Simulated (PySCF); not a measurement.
Work out the structure from these simulated measurements.

Formula: C7H5NO.

| Quantity | Value |
| --- | --- |
| 1H NMR | chemical shifts (computed TMS as zero) by class: 7.88 (2 H), 7.02 (2 H), 4.72 (1 H) ppm [GIAO PBE0/pcSseg-1] |
| Dipole | 5.21 D [PBE0/pcSseg-1] |
| 13C NMR | chemical shifts (computed TMS as zero) by class: 166.3 (1 C), 142.0 (2 C), 124.3 (1 C), 119.7 (2 C), 108.7 (1 C) ppm [GIAO PBE0/pcSseg-1] |
| NMR, other nuclei | isotropic shieldings of nuclei other than C and H, by class: -45 (1 N), 199 (1 O) ppm [GIAO PBE0/pcSseg-1] |
| Rotational structure | rotational constants A, B, C: 5.673, 1.005, 0.854 GHz [GFN2-xTB] |

Electronic properties: PySCF, gas phase, density fitting. Levels stand in brackets. Geometry: GFN2-xTB, one conformer, isolated molecule. Each NMR value is the plain mean over a class of atoms that symmetry, rotation or inversion makes alike.

Task: What is the compound? Reason from the data.

Result: Numbering: `[N:1]#[C:2][c:3]1[cH:4][cH:5][c:6]([OH:7])[cH:8][cH:9]1`. Its formula, C7H5NO, gives 6 degrees of unsaturation: 1 ring and 5 π bonds in the structure found (Kekulé form). 7 carbons fall into 5 classes; from least to most shielded: aromatic carbon bearing oxygen [C6] (166.3 ppm), aromatic CH carbon [C4/C9] (142.0 ppm, 2 C), nitrile carbon [C2] (124.3 ppm), aromatic CH carbon [C5/C8] (119.7 ppm, 2 C, up to 2.3 ppm apart in this geometry), substituted aromatic carbon [C3] (108.7 ppm). Hydrogen classes from least to most shielded: 2 H on 2 aromatic CH carbons, C4/C9 (7.88 ppm), 2 H on 2 aromatic CH carbons, C5/C8 (7.02 ppm), 1 H on a phenol-type oxygen, O7 (4.72 ppm). The other shieldings belong to: -45 ppm, nitrile nitrogen [N1]; 199 ppm, phenol-type oxygen [O7]. The optimised geometry has point group Cs and is an asymmetric top. Structure: para-cyanophenol, `N#Cc1ccc(O)cc1`. Computed isomers that give other values at the same levels: `N#COc1ccccc1` (rotational constant A: 4.855 GHz; this holds for the one conformer computed); `N#Cc1cccc(O)c1` (rotational constant A: 3.439 GHz; this holds for the one conformer computed); `O=C=Nc1ccccc1` (smallest rotational constant: 0.807 GHz; this holds for the one conformer computed). The assignments are read from this structure; whether some other isomer fits the data as well wasn't checked.

Shape of the structure used: `[N:1]#[C:2][c:3]1[cH:4][cH:5][c:6]([OH:7])[cH:8][cH:9]1`: H–O7–C6–C5 180°.
